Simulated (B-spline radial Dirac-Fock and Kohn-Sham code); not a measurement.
# Pt⁴⁺: non-radiative channels of the 3s vacancy

System: Pt⁴⁺, 1s2 2s2 2p6 3s2 3p6 3d10 4s2 4p6 4d10 4f14 5s2 5p6 5d6, inside a Watson sphere of charge -4 and radius 2.4 Å (a model of the Madelung potential; inside it an electron's potential energy is raised by 24.0 eV).

Input file task.json (cfg lists n, l and occupation; rrms is the nuclear radius in fm):

```json
{"items": [{
  "Z": 78,
  "q": 4,
  "cfg": [[1, 0, 2], [2, 0, 2], [2, 1, 6], [3, 0, 2], [3, 1, 6], [3, 2, 10], [4, 0, 2], [4, 1, 6], [4, 2, 10], [4, 3, 14], [5, 0, 2], [5, 1, 6], [5, 2, 6]],
  "A": 195,
  "rrms": 5.427,
  "watson": [-4, 2.4],
  "do": ["binding", "quiet", "decay"],
  "holes": ["K", "L1", "L2", "L3", "M1", "M2", "M3", "M4", "M5", "N1", "N2", "N3", "N4", "N5", "N6", "N7"]
}]}
```

Run with: `python xray_run.py task.json out`

The computed values come from a radial atomic solver: independent-particle radiative and Coulomb Auger rates from relativistic LDA hole-state orbitals, with Dirac-Fock energies. Kinetic energies are configuration averages from the vacuum level; the two-hole energies are estimated from single-hole states.

```
transition  kinetic energy (eV)  width (meV)  share (%)
   M1-M3N3                53.53         1360        7.6
   M1-M2O1                106.0          219        1.2
   M1-M2N6                127.1          606        3.4
   M1-M2N7                130.0          803        4.5
   M1-M2O2                147.0          205        1.1
   M1-M2O3                163.3          281        1.6
   M1-M3N4                242.9          452        2.5
   M1-M3N5                260.5          711        4.0
   M1-M4N1                291.4          486        2.7
   M1-M5N1                371.9          686        3.8
   M1-M3O1                486.1          207        1.2
   M1-M3N6                506.4         3340       18.7
   M1-M3N7                510.5         4170       23.3
   M1-M3O2                526.8          193        1.1
   M1-M3O3                543.5          216        1.2
   M1-M5N3                581.2          208        1.2
   M1-M4N4                691.9          171        1.0
   M1-M4N5                708.0          216        1.2
   M1-M5N4                771.0          242        1.4
   M1-M5N5                789.3          344        1.9
   M1-M4N6                956.1          168        0.9
   M1-M5N6               1035.1          191        1.1
   M1-M5N7               1039.7          299        1.7
   M1-N1N5               2185.3          170        1.0
```

Coster-Kronig rates are the weakest part of this model and often come out 1.5 to 2.5 times too large. The listed channels hold 89 % of the non-radiative rate. Summed by principal shells, of 17.9 eV in all: MMN 83.2 %, MMO 10.3 %, MNN 5.5 %, MNO 0.9 %.
